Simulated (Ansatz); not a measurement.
Ideal-gas functions of ClGeH4In, SMILES `[Cl][InH][GeH3]` at 500 K and 1 bar, from an Ansatz frequency run at PBE0-D4/def2-TZVP.

Molar mass 226.91 g/mol, point group Cs (symmetry number 1), electronic degeneracy 1, moments of inertia 106.594, 471.144, 571.453 u Å². Harmonic wavenumbers (cm⁻¹, unscaled): 28, 65, 215, 316, 343, 424, 445, 505, 774, 878, 881, 1837, 2143, 2156, 2158.

Use S(trans) = R[1.5 ln M + 2.5 ln T − 1.1517]; rotational temperatures θ = 24.2544 K / I; S(rot) = R[ln(√π/σ · √(T³/θAθBθC)) + 1.5]; for each mode x = 1.438777 ν̃/T, S = R[x/(eˣ − 1) − ln(1 − e⁻ˣ)] and H = RT x/(eˣ − 1); 1 cm⁻¹ = 0.0119627 kJ/mol; R = 8.31446 J/(mol·K).

Task: By hand: the entropy, in J/(mol·K).

Result: Translation 187.3. Rotation: θ = 0.2275, 0.0515, 0.0424 K, giving 126.4. Vibration, mode by mode: 29.26, 22.27, 12.44, 9.39, 8.75, 7.16, 6.80, 5.90, 3.19, 2.52, 2.50, 0.27, 0.13, 0.12, 0.12, in all 110.8. Electronic 0.0. Sum 424.5 J/(mol·K).

Task: By hand: H − E and G − E in kJ/mol, counted from the electronic energy.

Result: Zero-point energy ½ × 13168 × 0.0119627 = 78.8; thermal vibration 25.0; translation, rotation and pV give 4 RT = 16.6. H − E = 120.4 kJ/mol, and G − E = 120.4 − 500 × 424.5/1000 = -91.8 kJ/mol.

Vibration gives 26 % of the entropy, 51.5 J/(mol·K) of it from the modes under 150 cm⁻¹: soft modes count most, and the harmonic formula is weakest for them.
